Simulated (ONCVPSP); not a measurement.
Varying the ONCV potential for Sc (Z = 21)

Base potential:

| Quantity | Value |
| --- | --- |
| Element | scandium (Sc) |
| Generator | ONCVPSP 4.0.1 |
| Type | optimised norm-conserving Vanderbilt (ONCV) |
| Functional | PBE |
| Relativity | scalar-relativistic |
| Frozen core | [Ne] |
| Valence charge | 11 |
| Reference configuration | 3s2 3p6 3d1 4s1.5 (charge +0.5) |
| Partial waves | 3s+4s: rc 1.90 bohr, ncon 4, nbas 8, qcut 8.4 1/bohr, 2 projectors; 3p: rc 1.05 bohr, ncon 4, nbas 7, qcut 9.2 1/bohr, 3 projectors, debl 3.3 Ha; 3d: rc 2.60 bohr, ncon 4, nbas 9, qcut 6.2 1/bohr, 1 projector |
| Local potential | polynomial inside 0.70 bohr (lpopt 5, dvloc0 2 Ha) |
| Core correction | polynomial model core, fcfact 0.2 |

All-electron outer shells of the reference configuration (PBE, scalar-relativistic, ld1.x):

```json
{"shell": "2p", "level (eV)": "-391.57", "outermost node (bohr)": "–", "outermost maximum (bohr)": "0.23"}
{"shell": "3s", "level (eV)": "-58.35", "outermost node (bohr)": "0.42", "outermost maximum (bohr)": "0.92"}
{"shell": "3p", "level (eV)": "-36.94", "outermost node (bohr)": "0.39", "outermost maximum (bohr)": "0.97"}
{"shell": "4s", "level (eV)": "-6.87", "outermost node (bohr)": "1.32", "outermost maximum (bohr)": "3.02"}
{"shell": "3d", "level (eV)": "-6.44", "outermost node (bohr)": "–", "outermost maximum (bohr)": "1.10"}
```

Cutoffs, loose and tight: the cutoffs (Ha) at which the residual kinetic energy of the hardest occupied pseudo-wave falls to 1 and 0.1 mHa per electron. They do not see the model core or the augmentation charge, which bear on the density cutoff. Test errors are all-electron minus pseudo excitation energies from the reference, over the configurations 3s2 3p6 3d1 4s2; 3s2 3p6 3d1 4s1; 3s2 3p6 3d1 4s0; 3s2 3p5 3d1 4s2. A dash means not determined; rows that change the core or the reference have their own tests.

A true bound ghost makes a file unfit for plane-wave use even where its test errors are small: the radial tests pick states by their node count and pass the ghost by.

| change | outcome | cutoff, loose | cutoff, tight | bound ghosts | GHOST(+) flags above zero | largest test error (meV) |
| --- | --- | --- | --- | --- | --- | --- |
| base | generated | 32 Ha | 44 Ha | none | s, p | -128 |
| local potential polynomial inside 0.70 bohr (lpopt 5, dvloc0 -2 Ha) | generated | 32 Ha | 44 Ha | none | s, p, d | -125 |
| local potential polynomial inside 0.70 bohr (lpopt 5, dvloc0 -1 Ha) | generated | 32 Ha | 44 Ha | none | s, p, d | -126 |
| local potential polynomial inside 0.70 bohr (lpopt 5, dvloc0 0 Ha) | generated | 32 Ha | 44 Ha | none | s, p | -127 |
| local potential polynomial inside 0.70 bohr (lpopt 5, dvloc0 1.5 Ha) | generated | 32 Ha | 44 Ha | none | s, p | -127 |
| local potential polynomial inside 0.70 bohr (lpopt 5, dvloc0 3 Ha) | generated | 32 Ha | 44 Ha | p | s, p | -128 |
| local potential polynomial inside 0.70 bohr (lpopt 5, dvloc0 4.5 Ha) | generated | 32 Ha | 44 Ha | p | p | -129 |
| local potential polynomial inside 0.70 bohr (lpopt 5, dvloc0 5.5 Ha) | generated | 32 Ha | 44 Ha | p | p | -129 |
| local potential polynomial inside 0.70 bohr (lpopt 5, dvloc0 6.5 Ha) | generated | 32 Ha | 44 Ha | p | p | -129 |
| local potential polynomial inside 0.70 bohr (lpopt 5, dvloc0 8 Ha) | generated | 32 Ha | 44 Ha | p | p | -130 |
| local potential polynomial inside 0.70 bohr (lpopt 5, dvloc0 9.5 Ha) | generated | 32 Ha | 44 Ha | p | p | -130 |

Reading the sweep of the dvloc0 (base included, trends over the rows without a ghost): The loose cutoff stays near 32 Ha. The median size of the test errors (rows with all tests solved) stays near 4.7 meV. Bound ghosts are found at 3, 4.5, 5.5, 6.5, 8, 9.5 Ha.
